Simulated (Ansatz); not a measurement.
`CO[SiH2]C#N` and `CO[SiH3]` differ in one atom or group.

Ansatz, PBE0-D4/def2-TZVP geometries, multiplicity 1. Each molecule was computed in one conformer, which needn't be the lowest.

| property | `CO[SiH2]C#N` |
| --- | --- |
| HOMO–LUMO gap (ωB97M-V/def2-TZVPP) / eV | 12.36 |
| zero-point energy (PBE0-D4/def2-TZVP) / kJ/mol | 179.3 |
| size of the dipole moment (PBE/def2-TZVPP) / D | 3.18 |
| ideal-gas entropy at 298 K and 1 bar (rigid rotor, harmonic PBE0-D4/def2-TZVP) / J/(mol·K) | 346 |
| LUMO energy (PBE0/def2-TZVPP) / eV | -1.00 |
| size of the dipole moment (B3LYP/def2-TZVPP) / D | 3.25 |

Task: Give the same properties after the change, and the shifts. (Best estimate.)

Result: Ansatz gave: 
```csv
property,`CO[SiH3]`,shift
HOMO–LUMO gap (ωB97M-V/def2-TZVPP) / eV,12.51,0.15
zero-point energy (PBE0-D4/def2-TZVP) / kJ/mol,176.1,-3.2
size of the dipole moment (PBE/def2-TZVPP) / D,1.04,-2.14
"ideal-gas entropy at 298 K and 1 bar (rigid rotor, harmonic PBE0-D4/def2-TZVP) / J/(mol·K)",298,-48
LUMO energy (PBE0/def2-TZVPP) / eV,0.29,1.29
size of the dipole moment (B3LYP/def2-TZVPP) / D,1.10,-2.15
```

With PBE0 the HOMO rises by 0.81 eV and the LUMO rises by 1.29 eV, so the gap widens by about 0.48 eV. PBE moves the HOMO by 0.77 eV and ωB97M-V by 0.83 eV. The zero-point energy changes by -3.2 kJ/mol with -3 modes. Dipoles are sizes alone; their direction can turn.

B3LYP here is the variant with VWN-RPA as its local correlation; programs differ in this.
